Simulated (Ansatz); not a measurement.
`FB(F)[SiH3]` + `[NH2][AlH2]` → `[NH2][AlH][SiH3]` + `FBF`  (formal exchange of groups at the Si–B bond)

Calculated with Ansatz (gas phase, PBE0-D4/def2-TZVP geometries, no zero-point term in ΔE). CCSD(T)/CBS adds triple-zeta CCSD(T) − MP2 to the extrapolated MP2 energy (def2 sets, frozen cores). This one scheme is used for every species. DFT in def2-TZVPP. B3LYP here is the variant with VWN-RPA as its local correlation; programs differ in this. One conformer a species, not always the lowest.

```tsv
level	ΔE (kcal/mol)	difference from CCSD(T)/CBS
LDA (SPW92)	-7.6	0.4
revPBE-D4	-7.9	0.1
B3LYP-D4	-7.4	0.6
ωB97M-V	-6.5	1.5
B2PLYP	-7.4	0.6
revPBE	-8.3	-0.3
BLYP	-6.9	1.1
PBE0	-8.4	-0.4
r2SCAN0	-8.1	-0.1
CAM-B3LYP	-6.4	1.6
LC-ωPBE	-7.1	0.9
MP2/def2-SVP	-8.1	-0.1
CCSD(T)/def2-SVP	-8.0	0.0
MP2/def2-TZVPP	-8.0	0.0
SCS-MP2/def2-QZVPP	-7.5	0.5
CCSD/CBS(def2)	-7.9	0.1
CCSD(T)/CBS	-8.0	0
```

Largest T1 diagnostic among the species: 0.014.

Leaving LDA and LC-ωPBE aside and taking each functional with its dispersion term where it has one, the values, not all of them listed here, spread over 3.4 kcal/mol, from HSE06-D4 to B97M-V. In def2-TZVPP, CCSD(T) changes the Hartree–Fock value by −0.8 kcal/mol (the triples alone add −0.1 kcal/mol) and MP2 by −0.8 kcal/mol.
